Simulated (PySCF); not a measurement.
Thiophenol, SMILES c1ccccc1S (PBE0/def2-SVP optimised geometry):

```
13

S     -2.721    -0.084     0.000
C     -0.955    -0.001     0.000
C     -0.247    -1.210     0.000
C      1.145    -1.205     0.000
C      1.850    -0.001     0.000
C      1.146     1.201     0.000
C     -0.247     1.207     0.000
H     -2.943     1.246    -0.001
H     -0.790    -2.159     0.000
H      1.684    -2.156     0.000
H      2.943    -0.001     0.000
H      1.684     2.153     0.000
H     -0.785     2.159     0.000
```

Method: PBE0/def2-TZVP (PySCF).

What are the frontier orbital energies and the dipole moment?

HOMO-2 -8.63 eV, HOMO-1 -7.48 eV, HOMO -6.35 eV, LUMO -0.43 eV, LUMO+1 -0.36 eV; dipole moment 1.08 D.

Meta-Löwdin charges at PBE0/def2-TZVP: S1 -0.01, C2 -0.06, C3 -0.14, C4 -0.11, C5 -0.13, C6 -0.11, C7 -0.14, H8 0.10, H9 0.12, H10 0.12, H11 0.12, H12 0.12, H13 0.12.
